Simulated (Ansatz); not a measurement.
Program: Ansatz. Geometries: PBE0-D4/def2-TZVP. ΔE: electronic, gas phase. CCSD(T)/CBS is the MP2 limit (def2-TZVPP, def2-QZVPP) plus CCSD(T) − MP2 in def2-TZVPP, frozen cores. This one scheme is used for every species. DFT in def2-TZVPP. Each species was taken in one conformer, which may not be the lowest.

Consider the hydrogenolysis of the Al–O bond: `[OH][Al]1[O]C[SiH2]1` + H₂ → `C1[O][AlH][SiH2]1` + H₂O.

`[OH][Al]1[O]C[SiH2]1`:

Z-matrix (Å, degrees):
```
C
Si 1 1.933
Al 1 2.507 2 63.9
O 1 1.440 2 105.5 3 -0.0
H 1 1.095 2 112.0 3 -119.3
H 1 1.095 2 112.0 3 119.3
H 2 1.490 1 114.5 3 117.1
H 2 1.489 1 114.5 3 -117.1
O 3 1.685 1 158.7 2 180.0
H 9 0.955 3 126.1 1 -180.0
```

H₂:

Cartesian coordinates in Å:
```
H -0.144 -0.266 -0.219
H 0.144 0.266 0.219
```

`C1[O][AlH][SiH2]1`:

Cartesian coordinates in Å:
```
C -0.901 0.596 -0.035
O -1.027 -0.467 -0.999
Al 0.434 -1.375 -0.895
Si 0.838 0.322 0.766
H -1.716 0.530 0.695
H -0.985 1.564 -0.540
H 0.768 -2.652 -1.767
H 0.796 0.037 2.228
H 1.792 1.446 0.546
```

H₂O:

Cartesian coordinates in Å:
```
O -0.061 -0.027 -0.383
H 0.323 0.710 0.096
H -0.262 -0.683 0.288
```

| level | ΔE (kcal/mol) |
| --- | --- |
| PBE-D4 | 27.4 |
| ωB97M-V | 28.2 |

**Question.** What does CCSD(T)/CBS give? (An estimate is asked.)

**Answer.** Ansatz gave: +28.0 kcal/mol. The listed levels differ from it by -0.6, 0.2 kcal/mol.

Largest T1 diagnostic among the species: 0.016.

The D4 term adds +0.7 kcal/mol with B3LYP and +0.4 kcal/mol with PBE0; it sums over pairs of atoms, weighted by their polarisabilities, and B3LYP, whose exchange is more repulsive, gets the larger term. In def2-TZVPP, CCSD(T) changes the Hartree–Fock value by +2.7 kcal/mol (the triples alone add +0.7 kcal/mol) and MP2 by +4.6 kcal/mol.

B3LYP here is the variant with VWN-RPA as its local correlation; programs differ in this.
